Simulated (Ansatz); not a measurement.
Computed with Ansatz on PBE0-D4/def2-TZVP structures; ΔE is electronic, products minus reactants. CBS: MP2 limit from def2 TZ/QZ plus the TZ coupled-cluster correction, frozen cores. Functionals use def2-TZVPP. Elements past krypton have def2 core potentials. For In, Te outer-core shells are correlated without core-valence functions, which leaves a few kJ/mol of doubt a bond.

`[SiH3][CH2][InH2]` + H₂Te → `[SiH3][TeH]` + `[CH3][InH2]`  (ligand exchange at the Si–C bond)

```
            species  BLYP-D4 energy (Eh)
`[SiH3][CH2][InH2]`           -521.86278
               H₂Te           -269.15853
      `[SiH3][TeH]`           -559.88086
      `[CH3][InH2]`           -231.15900
```

Question: Work out ΔE.

Answer: ΔE = (-559.88086) + (-231.15900) − (-521.86278) − (-269.15853) = -0.01855 Eh = -0.50 eV. CCSD(T)/CBS gives -0.49 eV.

Largest T1 diagnostic among the species: 0.013.

In def2-TZVPP, CCSD(T) changes the Hartree–Fock value by +0.08 eV (the triples alone add +0.00 eV) and MP2 by +0.03 eV. At CCSD(T), def2-SVP lies +0.07 eV from the extrapolated value and def2-TZVPP +0.04 eV. Leaving LDA and LC-ωPBE aside and taking each functional with its dispersion term where it has one, the values, not all of them listed here, spread over 0.10 eV, from HSE06-D4 to B97M-V. LDA lies +0.07 eV from PBE without D4.
